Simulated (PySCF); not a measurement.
Simulation results for AlBClO, H3NOSi2, H2O2Si2

All values are calculated (PySCF 2.14.0). Calculation on a computer-drawn molecule: the log of a Hartree-Fock and frozen-core CCSD(T) single point meant for a local Hartree-Fock minimum, with one planted fault or none, to be diagnosed. Offsets are logged minus clean, where the clean run is the same molecule without the fault. The reference is restricted for singlets and unrestricted otherwise, and also for a bond in bohr or an excited solution. Adding or removing an electron swaps singlet and doublet. The excited solution moves the top pair (singlet) or top alpha electron (doublet) to the lowest empty orbital. Highest occupied and lowest empty are orbital energies over both spins, largest force is the largest gradient component, triples share is (T) over the correlation energy, the T1 limit is 0.02 restricted and 0.045 unrestricted, electrons count all cores, a negative frequency is imaginary (commonest isotopes), and the dipole is about the centre of nuclear charge.

Common to all runs: meant charge 0; meant basis cc-pV(D+d)Z; logged SCF converged yes; logged CC converged yes; logged SCF stable within its kind yes; possible faults no fault, one electron removed, one electron added, multiplicity raised by two, geometry at a saddle point, SCF held on an excited solution, minimal basis STO-3G, one bond length entered in bohr, all coordinates scaled.

```yaml
- entry: 1
  formula: AlBClO
  logged_structure:
    atoms_angstrom:
      - [O, -1.1151, -3.3208, 3.5816]
      - [B, -0.2701, -2.495, 3.4637]
      - [Al, 1.1752, -0.9205, 3.2999]
      - [Cl, 3.0401, -1.481, 2.4753]
  given:
    meant_multiplicity: 2
    logged_electrons: 44
    logged_basis_functions: 74
    logged_spin_squared: 0.0
    "logged_highest_occupied [eV]": -1.4483
    "logged_lowest_empty [eV]": 5.5394
    "logged_largest_force [hartree/bohr]": 0.050141
    logged_T1_diagnostic: 0.01833
    logged_D1_diagnostic: 0.0461
    logged_triples_share: 0.030365
    "logged_dipole_magnitude [debye]": 3.2692
    "logged_energy_HF [hartree]": -801.10178
    "logged_energy_CCSD(T) [hartree]": -801.59783
    drawn_bonds_atom: [1, 2, 3]
    drawn_bonds_other_atom: [2, 3, 4]
    drawn_bonds_order: [2, 1, 1]
  results:
    planted_fault: "one electron added"
    "HF_energy_offset_from_clean_run [kcal/mol]": -15.49
    "CCSD(T)_energy_offset_from_clean_run [kcal/mol]": -32.54
- entry: 2
  formula: AlBClO
  logged_structure:
    atoms_angstrom:
      - [O, -1.1151, -3.3208, 3.5816]
      - [B, -0.2701, -2.495, 3.4637]
      - [Al, 2.4612, 0.4803, 3.1543]
      - [Cl, 4.3261, -0.0801, 2.3297]
  given:
    meant_multiplicity: 2
    logged_electrons: 43
    logged_basis_functions: 74
    logged_spin_squared: 0.8357
    "logged_highest_occupied [eV]": -9.3132
    "logged_lowest_empty [eV]": -0.44334
    "logged_largest_force [hartree/bohr]": 0.010621
    logged_T1_diagnostic: 0.026879
    logged_D1_diagnostic: 0.073452
    logged_triples_share: 0.030078
    "logged_dipole_magnitude [debye]": 2.6145
    "logged_energy_HF [hartree]": -801.01479
    "logged_energy_CCSD(T) [hartree]": -801.48039
    drawn_bonds_atom: [1, 2, 3]
    drawn_bonds_other_atom: [2, 3, 4]
    drawn_bonds_order: [2, 1, 1]
  results:
    planted_fault: "one bond length entered in bohr, row 2 of the drawn bonds"
    "HF_energy_offset_from_clean_run [kcal/mol]": 39.1
    "CCSD(T)_energy_offset_from_clean_run [kcal/mol]": 41.15
- entry: 3
  formula: H3NOSi2
  logged_structure:
    atoms_angstrom:
      - [O, -0.0256, 0.9194, -1.4319]
      - [Si, 0.1582, 0.5132, -0.0059]
      - ["N", 1.5101, 0.7983, 0.9831]
      - [Si, 3.0405, 1.6077, 0.6831]
      - [H, -0.8349, -0.2208, 0.7906]
      - [H, 1.4146, 0.4324, 1.9174]
      - [H, 2.497, 2.2897, -2.0268]
  given:
    meant_multiplicity: 1
    logged_electrons: 46
    logged_basis_functions: 89
    logged_spin_squared: 0.8956
    "logged_highest_occupied [eV]": -7.8888
    "logged_lowest_empty [eV]": 0.60196
    "logged_largest_force [hartree/bohr]": 0.0070912
    logged_T1_diagnostic: 0.039965
    logged_D1_diagnostic: 0.17813
    logged_triples_share: 0.036019
    "logged_dipole_magnitude [debye]": 5.3049
    "logged_energy_HF [hartree]": -708.85582
    "logged_energy_CCSD(T) [hartree]": -709.41868
    drawn_bonds_atom: [1, 2, 3, 2, 3, 4]
    drawn_bonds_other_atom: [2, 3, 4, 5, 6, 7]
    drawn_bonds_order: [2, 1, 1, 1, 1, 1]
  results:
    planted_fault: "one bond length entered in bohr, row 6 of the drawn bonds"
    "HF_energy_offset_from_clean_run [kcal/mol]": 55.81
    "CCSD(T)_energy_offset_from_clean_run [kcal/mol]": 65.52
- entry: 4
  formula: H2O2Si2
  logged_structure:
    atoms_angstrom:
      - [O, -1.384, -1.1457, 0.165]
      - [Si, -0.5935, -1.2335, -1.0975]
      - [O, -0.6372, -2.4226, -2.171]
      - [Si, -1.0848, -3.8618, -2.9068]
      - [H, 0.3726, -0.246, -1.5711]
      - [H, -2.3048, -3.3235, -3.6394]
  given:
    meant_multiplicity: 1
    logged_electrons: 47
    logged_basis_functions: 84
    logged_spin_squared: 0.7744
    "logged_highest_occupied [eV]": -0.92507
    "logged_lowest_empty [eV]": 6.7916
    "logged_largest_force [hartree/bohr]": 0.079674
    logged_T1_diagnostic: 0.021172
    logged_D1_diagnostic: 0.069229
    logged_triples_share: 0.028038
    "logged_dipole_magnitude [debye]": 6.4554
    "logged_energy_HF [hartree]": -728.80603
    "logged_energy_CCSD(T) [hartree]": -729.39135
    drawn_bonds_atom: [1, 2, 3, 2, 4]
    drawn_bonds_other_atom: [2, 3, 4, 5, 6]
    drawn_bonds_order: [2, 1, 1, 1, 1]
  results:
    planted_fault: "one electron added"
    "HF_energy_offset_from_clean_run [kcal/mol]": -3.563
    "CCSD(T)_energy_offset_from_clean_run [kcal/mol]": -6.181
```
